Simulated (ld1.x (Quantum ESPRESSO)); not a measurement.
Configuration tests for Tc (TM)

ld1.x (Quantum ESPRESSO) 7.5 input, shortened:

```
&input
   title='Tc', zed=43., rel=1, dft='PBESOL', iswitch=3,
   config='[Kr] 4d5 5s1.75 5p0.25'
 /
 &inputp
   pseudotype=2, tm=.true., lloc=1,
   nlcc=.false.
 /
3
5S  1  0   1.75   0.00  2.50  2.50  0.0
4D  3  2   5.00   0.00  1.95  1.95  0.0
4P  2  1   6.00   0.00  1.20  1.20  0.0
 &test
   configts(1)='4p6 4d5 5s1.75 5p0.25'
 /
```

Occupied shells without a wave of their own: 5p. They enter only through the test configuration that unscreens the potential.

Energies are relative to the spin-unpolarised reference configuration 4p6 4d5 5s1.75 5p0.25; without spin polarisation the order of configurations can differ from experiment.

Question: Give the all-electron excitation energy and the error of the potential for: 4p6 4d5 5s2 5p0; 4p6 4d5 5s1 5p0; 4p6 4d5 5s0 5p0; 4p6 4d5 5s1 5p1; 4p5 4d5 5s2 5p0; 4p6 4d5 5s0 5p2; 4p6 4d6 5s1 5p0.

Answer:

```csv
valence configuration,charge,ΔE all-electron (eV),error AE − PS (meV)
4p6 4d5 5s2 5p0,0,-0.932,-3.5
4p6 4d5 5s1 5p0,+1,7.264,-12
4p6 4d5 5s0 5p0,+2,22.104,-35
4p6 4d5 5s1 5p1,0,2.870,+8.3
4p5 4d5 5s2 5p0,+1,50.526,-189
4p6 4d5 5s0 5p2,0,6.854,+13
4p6 4d6 5s1 5p0,0,-1.847,-32
```

ld1.x printed “convergence not achieved” for 4 of the counted tests; their residual had stalled under 1e-8, short of the target of 1e-14.

Note: ghost state, extra bound levels that the all-electron valence spectrum of the same l lacks: s at -22.0 eV. A true bound ghost makes a file unfit for plane-wave use.
